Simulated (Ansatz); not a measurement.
C4H10As, doublet, at a GFN2-xTB geometry. Base run: PBE0/6-31G run with Ansatz (an electronic-structure program).

The Ansatz input:
Ansatz 0.2 input:
```yaml
crystal:
  periodic: [false, false, false]
  atoms:
    - {symbol: C, position_ang: [-1.39971709, -0.02774727, 1.36922598]}
    - {symbol: C, position_ang: [-0.97812280, 0.12996158, 0.02429981]}
    - {symbol: C, position_ang: [-1.15233389, 1.53356131, -0.53733861]}
    - {symbol: C, position_ang: [-1.49034675, -0.93643955, -0.93293301]}
    - {symbol: As, position_ang: [1.18561052, -0.16271413, 0.00291320]}
    - {symbol: H, position_ang: [-1.39896124, 0.80490829, 2.04952295]}
    - {symbol: H, position_ang: [-1.64575139, -0.99849019, 1.76069133]}
    - {symbol: H, position_ang: [-2.21201114, 1.76154937, -0.65414947]}
    - {symbol: H, position_ang: [-0.67256403, 1.62200928, -1.51394067]}
    - {symbol: H, position_ang: [-0.71436310, 2.27203018, 0.13412416]}
    - {symbol: H, position_ang: [-1.00997176, -0.84356970, -1.90882687]}
    - {symbol: H, position_ang: [-2.56686577, -0.83152136, -1.06945470]}
    - {symbol: H, position_ang: [-1.28979208, -1.93286927, -0.53933096]}
    - {symbol: H, position_ang: [1.39548342, 0.69269203, 1.21828712]}
    - {symbol: H, position_ang: [1.11277329, -1.37318878, 0.88741642]}
basis:
  gaussian:
    orbitals: 6-31G
hamiltonian:
  xc: pbe0
magnetization: {spin_polarized: true, initial_magnetization: 1}
```

The base run was repeated with changes; each row names its change, and settings that it needs were set with it.

```tsv
change	basis functions	E (Eh)
base	85	-2393.37736
basis = x2c-SVPall; relativity = spin-free X2C; nucleus = Gaussian	138	-2418.22735
basis = x2c-SVPall; relativity = none	138	-2383.22304
basis = jorge-DZP-DKH; relativity = none	153	-2387.99274
basis = ANO-RCC-VDZP; relativity = none	133	-2378.13547
basis = ANO-RCC-VDZP; relativity = spin-free X2C	133	-2418.80362
basis = jorge-DZP-DKH; relativity = spin-free X2C; nucleus = Gaussian	153	-2418.61711
basis = ANO-RCC-VDZP; relativity = spin-free X2C; nucleus = Gaussian	133	-2418.78800
basis = x2c-SVPall; relativity = spin-free X2C	138	-2418.23932
basis = jorge-DZP-DKH; relativity = spin-free X2C	153	-2418.63090
```

Absolute energies of different levels of theory aren't comparable as measures of quality.

Ansatz warned in this series: the basis is contracted for relativity, which the run leaves out.

Basis sets contracted for a relativistic Hamiltonian are a mismatch without it, so the rows without relativity aren't non-relativistic limits. No row has spin-orbit coupling; sets with core potentials leave out the core electrons.
